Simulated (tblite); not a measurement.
Compound: C₃H₁₁F₂NSi₃.
Cartesian coordinates in Å at the GFN2-xTB level; atoms count from 1:
```
atom  x, y, z in Å
N1     2.7282    0.4981    0.4643
C2     2.4676   -0.5695   -0.4726
C3     0.9962   -0.7305   -0.8614
F4     0.6431    0.2990   -1.7139
F5     0.8742   -1.8602   -1.6431
Si6   -0.3337   -0.8082    0.5602
C7    -0.7765    1.0127    1.0260
Si8   -2.4442    1.2879    0.0737
Si9   -2.4504   -1.0141   -0.4157
H10    2.2336    0.3426    1.3364
H11    2.4196    1.3837    0.0779
H12    3.0550   -0.3831   -1.3775
H13    2.7963   -1.5155   -0.0347
H14    0.3722   -1.5502    1.6218
H15   -0.9212    1.1098    2.1011
H16   -0.0188    1.7487    0.7640
H17   -2.2641    2.2463   -1.0205
H18   -3.4627    1.8685    0.9595
H19   -3.3820   -1.8587    0.3480
H20   -2.5374   -1.4968   -1.7965
```

Level: GFN2-xTB in tblite, geometry and Hessian alike; calculated harmonic values, unscaled, isolated species. Against measured fundamentals such values can be off by several per cent, at times by over 20. Modes of hydrogen on silicon can be 10 to 20 % off. One conformer, not necessarily the lowest.

Harmonic wavenumbers (cm⁻¹): 37.2, 37.8, 74.2, 85.1, 133.9, 155.9, 225.7, 257.2, 300.4, 319.0, 333.2, 363.0, 384.3, 394.1, 412.0, 434.5, 442.5, 469.9, 496.4, 507.9, 568.6, 591.1, 619.6, 633.4, 678.9, 689.7, 726.4, 793.2, 812.6, 844.7, 939.9, 954.0, 972.3, 1029.4, 1076.6, 1106.7, 1131.4, 1165.6, 1304.4, 1305.7, 1460.3, 1469.1, 1562.8, 2141.9, 2163.2, 2188.9, 2220.3, 2228.0, 2957.5, 2976.4, 2985.9, 3000.4, 3382.5, 3418.1.

A = 1521, B = 689.4, C = 587.4 MHz; mass 183.017 u (most abundant isotopes); point group C1, symmetry number 1.

**Question.** Zero-point energy?

**Answer.** ½Σν̃ = 28982 cm⁻¹ = 346.70 kJ/mol.

**Question.** Give the ideal-gas entropy at 273.15 K and 1 bar in the rigid-rotor, harmonic-oscillator model (classical rotation).

**Answer.** Translation 172.01, rotation 127.09, vibration 165.95: S = 465.0 J/(mol K).

**Question.** And Cp and H(273.15 K) − H(0)?

**Answer.** Cp = 206.35 J/(mol K), of which vibrations give 173.09 (their classical limit is 54 R = 449.0); H(273.15 K) − H(0) = 32.92 kJ/mol without the zero-point energy, 23.84 from vibrations.

**Question.** What must be added to the electronic energy to get the Gibbs energy at 273.15 K and 1 bar?

**Answer.** ZPE + [H(273.15 K) − H(0)] − T·S = 346.70 + 32.92 − 127.03 = 252.59 kJ/mol.

**Question.** Blend soft modes into free rotors: weight 1/[1 + (100 cm⁻¹/ν̃)⁴] for the oscillator and the rest for a rotor with moment μB/(μ + B), μ = h/(8π²ν), B = 10⁻⁴⁴ kg m². What vibrational entropy results?

**Answer.** 149.34 J/(mol K) in place of 165.95, which changes −T·S at 273.15 K by +4.54 kJ/mol.

**Question.** How do the functions run with temperature in this model?

**Answer.** 
| T (K) | S (J/(mol K)) | Cp (J/(mol K)) | H − H(0) (kJ/mol) | G − H(0) (kJ/mol) | ln q(vib) |
| --- | --- | --- | --- | --- | --- |
| 100 | 320.4 | 95.1 | 6.38 | -25.66 | 2.91 |
| 200 | 407.6 | 163.4 | 19.35 | -62.16 | 6.66 |
| 300 | 485.0 | 220.2 | 38.65 | -106.86 | 10.49 |
| 500 | 617.1 | 296.6 | 91.00 | -217.54 | 17.94 |
| 800 | 772.0 | 361.4 | 190.66 | -426.96 | 27.92 |
| 1000 | 855.8 | 388.8 | 265.83 | -589.96 | 33.79 |

q(vib) and H(0) count from the zero-point level.

Hindered rotation and anharmonicity are outside this model. Other conformers, if any are populated, would add a mixing term that is left out. The structure is chiral; the term R ln 2 for an equal mix with its mirror image is left out.
